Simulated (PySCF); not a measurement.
A GIAO shielding run with PySCF 2.14 (density fitting, non-relativistic, gas phase) on SMILES CC(=O)[Si@@H](C)[SiH2]CCl, C₄H₁₁ClOSi₂:

```
$ OMP_NUM_THREADS=1 python probes_run.py task.json out

{"job": {"kind": "nmr", "xc": "PBE0", "basis": "pcSseg-1"}, "charge": 0, "multiplicity": 1}
C     -2.724037    -0.879556     0.161692
C     -1.594387    -0.974620    -0.829187
O     -1.550987    -1.841408    -1.673396
Si    -0.135452     0.280555    -0.681454
C     -0.783825     1.934351     0.013416
Si     1.438046    -0.676765     0.745489
C      3.188812    -0.350125     0.036423
Cl     3.373524     1.408385    -0.222746
H     -2.314628    -0.934874     1.168595
H     -3.213551     0.085386     0.050292
H     -3.447800    -1.677496     0.011296
H      0.324697     0.486863    -2.062677
H      0.031764     2.645664     0.100258
H     -1.538407     2.382616    -0.627719
H     -1.217872     1.817228     1.003047
H      1.449365    -0.089076     2.093699
H      1.361783    -2.133493     0.928245
H      3.352310    -0.823829    -0.928649
H      3.990841    -0.650556     0.705916
```

Hardware: 1 thread of an Arm Neoverse V2, shared host. The job also computes population analyses, field gradients.

Q: How large is the calculation?

A: 88 electrons, 212 basis functions and 1170 auxiliary functions.

Q: How long does it take, and how much memory does it need?

A: 38 s of wall time, with 14 SCF cycles and 5 response iterations; peak memory 1 GiB. Times on a shared host scatter by some tens of per cent.
